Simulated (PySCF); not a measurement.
SMILES [SeH]c1ccccc1 (C₆H₆Se) (GFN2-xTB optimised geometry):

```
13

Se    -1.369    -2.512    -0.001
C     -0.460    -0.823     0.000
C     -1.160     0.374     0.001
C     -0.466     1.570     0.001
C      0.919     1.575     0.000
C      1.614     0.377     0.000
C      0.928    -0.823     0.000
H     -2.694    -1.932    -0.020
H     -2.242     0.372     0.002
H     -1.012     2.502     0.002
H      1.456     2.512     0.000
H      2.694     0.375    -0.001
H      1.465    -1.763     0.000
```

Method: CAM-B3LYP/def2-TZVP (PySCF 2.14.0).

Problem. What are the frontier orbital energies and the dipole moment?

Solution. HOMO-2 -9.64 eV, HOMO-1 -8.77 eV, HOMO -7.44 eV, LUMO 0.67 eV, LUMO+1 0.74 eV; dipole moment 1.10 D.

Meta-Löwdin charges at CAM-B3LYP/def2-TZVP: Se1 0.03, C2 -0.08, C3 -0.13, C4 -0.11, C5 -0.13, C6 -0.11, C7 -0.13, H8 0.05, H9 0.12, H10 0.12, H11 0.12, H12 0.12, H13 0.12.
